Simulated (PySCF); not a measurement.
Sn(H)2(Me)(OMe) (C2H8OSn), SMILES C[O][SnH2][CH3]. Coordinates come from a PBE-D3(BJ)/def2-SVP optimisation. The structure was generated by enumeration; whether it is a known compound was not checked. The def2 effective core potentials stand for the cores of Sn; spin–orbit coupling is left out. The values are those of a single conformer.

### Question
Give the equilibrium geometry at PBE-D3(BJ)/def2-SVP (PySCF confirms it by a frequency run) as bond lengths and angles. (Estimate from the structure and the level; the computed values follow.)

### Answer
This is not unique; one that fits is 
Atoms: Sn1 C2 O3 C4 H5 H6 H7 H8 H9 H10 H11 H12. Bond lengths (Å): Sn1–C2 2.168, Sn1–O3 2.024, Sn1–H5 1.725, Sn1–H6 1.739, C2–H7 1.107, C2–H8 1.107, C2–H9 1.106, O3–C4 1.406, C4–H10 1.113, C4–H11 1.120, C4–H12 1.120. Angles (°): C2–Sn1–O3 108.4, C2–Sn1–H5 113.6, C2–Sn1–H6 111.8, O3–Sn1–H5 102.1, O3–Sn1–H6 107.3, H5–Sn1–H6 112.8, Sn1–C2–H7 109.8, Sn1–C2–H8 109.8, Sn1–C2–H9 109.4, H7–C2–H8 109.1, H7–C2–H9 109.4, H8–C2–H9 109.4, Sn1–O3–C4 118.6, O3–C4–H10 108.6, O3–C4–H11 113.8, O3–C4–H12 113.7, H10–C4–H11 106.6, H10–C4–H12 106.8, H11–C4–H12 106.8.
